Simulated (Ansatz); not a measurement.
`O[SiH]1[NH][GeH2]1`. Charge 0, multiplicity 1. Correlated methods include outer-core shells of Ge, which these sets cover unevenly. Scalar relativity is left out up to krypton.

```xyz
9

O    -1.338   -0.808    1.475
Si   -0.404    0.289    0.689
N    -0.455    0.294   -0.987
Ge    1.341   -0.251   -0.703
H    -1.565   -0.602    2.384
H    -0.490    1.565    1.450
H    -1.066    0.461   -1.768
H     1.610   -1.674   -1.229
H     2.368    0.726   -1.312
```

(1) Give the diagnostics of a CCSD(T)/def2-TZVPP run (frozen core, Ansatz). (Estimate.)

## Answers

(1) The calculation gave: T1 = 0.0129, largest single amplitude 0.018, largest double 0.050, (T) share of the correlation energy 3.8 %, 9 CCSD cycles. The RHF solution is stable towards an unrestricted one. T1 lies under the customary mark of 0.02 for closed shells.
